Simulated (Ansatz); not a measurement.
Relaxation of CH7ClOSi (11 atoms, charge 0, multiplicity 1), to a largest force component of 0.03 eV/Å in at most 50 steps.

These are results of UKS B3LYP/6-31G* in Ansatz, not measurements.

```xyz
11
Properties=species:S:1:pos:R:3:forces:R:3
Si -0.405 -0.110 -1.106 -0.01 0.21 -0.15
C 0.247 -1.077 0.366 -0.01 -0.34 0.13
H -1.784 0.385 -0.920 -0.02 0.00 0.01
H 0.511 0.985 -1.509 -0.03 -0.02 -0.01
Cl -0.479 -1.411 -2.755 0.00 -0.01 -0.02
H 0.340 0.965 1.578 0.00 0.19 0.11
O -0.133 1.766 1.306 -0.02 -0.05 -0.05
H 1.231 -0.719 0.690 0.01 -0.02 -0.01
H 0.360 -2.135 0.107 0.02 0.01 0.00
H -0.455 -1.030 1.208 0.04 0.03 -0.01
H 0.568 2.379 1.035 0.00 0.00 0.00
```

**Question.** Where does it end, and by what steps?

**Answer.** The run converged. The force dipped under the threshold on the way, but the program's further checks kept it going. After 36 steps the energy has fallen by 0.150 eV; H11 moved furthest, 1.49 Å.

| step | energy less start (eV) | largest force component (eV/Å) | accepted |
| --- | --- | --- | --- |
| 0 | 0.0000 | 0.339 | yes |
| 2 | -0.0353 | 0.792 | yes |
| 4 | -0.0649 | 0.151 | yes |
| 6 | -0.0694 | 0.087 | yes |
| 8 | -0.0716 | 0.355 | yes |
| 10 | -0.0856 | 0.234 | yes |
| 12 | -0.1075 | 0.232 | yes |
| 14 | -0.1159 | 0.088 | yes |
| 16 | -0.1161 | 0.792 | no |
| 18 | -0.1293 | 0.200 | yes |
| 20 | -0.1339 | 0.315 | yes |
| 22 | -0.1392 | 0.083 | yes |
| 24 | -0.1272 | 0.293 | no |
| 26 | -0.1456 | 0.210 | yes |
| 28 | -0.1490 | 0.008 | yes |
| 30 | -0.1469 | 0.375 | no |
| 32 | -0.1497 | 0.008 | yes |
| 34 | -0.1501 | 0.072 | yes |
| 36 | -0.1502 | 0.007 | yes |

```xyz
11
Properties=species:S:1:pos:R:3
Si -0.115 -0.117 -1.010
C 0.220 -1.404 0.309
H -1.425 0.561 -0.856
H 0.976 0.875 -1.162
Cl -0.224 -1.096 -2.872
H 0.627 2.331 1.132
O -0.040 1.687 1.415
H 1.166 -1.921 0.116
H -0.577 -2.155 0.330
H 0.274 -0.916 1.286
H -0.882 2.156 1.312
```

Run time: 42 s on 2 threads of AMD EPYC 9R45 96-Core Processor (Zen 5), on a shared host, peak memory 0.25 GiB.
